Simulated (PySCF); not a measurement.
Compound: C8H6F2O.
Atom-mapped SMILES: `[F:1][c:2]1[cH:3][cH:4][c:5]2[c:6]([cH:7]1)[C@@H:8]([F:9])[O:10][CH2:11]2` (hydrogens: H12 on C3; H13 on C4; H14 on C7; H15 on C8; H16, H17 on C11)

The calculation used PySCF 2.14.0, PBE0-D3(BJ)/def2-SVP geometry optimisation, gas phase.

Question: Give the optimised bond lengths and angles.

Answer: 
```json
{"bond": "F1–C2", "length (bohr)": "2.516"}
{"bond": "C2–C3", "length (bohr)": "2.635"}
{"bond": "C3–C4", "length (bohr)": "2.635"}
{"bond": "C4–C5", "length (bohr)": "2.630"}
{"bond": "C5–C6", "length (bohr)": "2.628"}
{"bond": "C6–C7", "length (bohr)": "2.625"}
{"bond": "C6–C8", "length (bohr)": "2.839"}
{"bond": "C8–F9", "length (bohr)": "2.604"}
{"bond": "C8–O10", "length (bohr)": "2.603"}
{"bond": "O10–C11", "length (bohr)": "2.681"}
{"bond": "C2–C7", "length (bohr)": "2.628"}
{"bond": "C5–C11", "length (bohr)": "2.832"}
{"bond": "C3–H12", "length (bohr)": "2.063"}
{"bond": "C4–H13", "length (bohr)": "2.065"}
{"bond": "C7–H14", "length (bohr)": "2.062"}
{"bond": "C8–H15", "length (bohr)": "2.084"}
{"bond": "C11–H16", "length (bohr)": "2.088"}
{"bond": "C11–H17", "length (bohr)": "2.083"}
```

A selection of angles:
```json
{"angle": "F1–C2–C3", "degrees": "118.7"}
{"angle": "F1–C2–C7", "degrees": "119.0"}
{"angle": "C3–C2–C7", "degrees": "122.3"}
{"angle": "C2–C3–C4", "degrees": "119.8"}
{"angle": "C3–C4–C5", "degrees": "118.7"}
{"angle": "C4–C5–C6", "degrees": "120.4"}
{"angle": "C4–C5–C11", "degrees": "131.7"}
{"angle": "C6–C5–C11", "degrees": "107.9"}
{"angle": "C5–C6–C7", "degrees": "122.0"}
{"angle": "C5–C6–C8", "degrees": "107.9"}
{"angle": "C7–C6–C8", "degrees": "130.0"}
{"angle": "C2–C7–C6", "degrees": "116.9"}
{"angle": "C6–C8–F9", "degrees": "109.5"}
{"angle": "C6–C8–O10", "degrees": "105.3"}
{"angle": "F9–C8–O10", "degrees": "110.8"}
{"angle": "C8–O10–C11", "degrees": "111.8"}
{"angle": "C5–C11–O10", "degrees": "104.6"}
```

Dihedral angles: C5–C6–C8–F9 -108° (anticlinal); C6–C8–O10–C11 -16° (synperiplanar); C8–O10–C11–C5 15° (synperiplanar); C4–C5–C11–O10 174° (antiperiplanar).

The C–C distances run from 1.389 Å (C6–C7, aromatic) to 1.502 Å (C6–C8, drawn single), a spread of 0.113 Å. The C–F distances run from 1.331 Å (F1–C2, drawn single) to 1.378 Å (C8–F9, drawn single), a spread of 0.047 Å. The 2 C–O bonds span 1.377 Å (C8–O10, drawn single) to 1.418 Å (O10–C11, drawn single), a spread of 0.041 Å. The 5-membered ring C5–C6–C8–O10–C11 has internal angles of 104.6° to 111.8°; it is slightly puckered (a soft mode that the optimisation may not have finished), 0.06 Å rms from its mean plane, widest ring torsion 16°. The 6-membered ring C2–C3–C4–C5–C6–C7 has internal angles of 116.9° to 122.3°; it is planar, 0.00 Å rms from its mean plane, widest ring torsion 1°.

Point group: C1 (no symmetry element, even within 0.4 Å). No PBE0-D3(BJ)/def2-SVP frequencies stand behind this structure, so it isn't proved a minimum. The numbers are those of one conformer.

On an AMD EPYC 9R45 with one thread (shared host), this took 67 s wall and 0.85 GiB of memory at its peak. These figures are those of the optimisation.
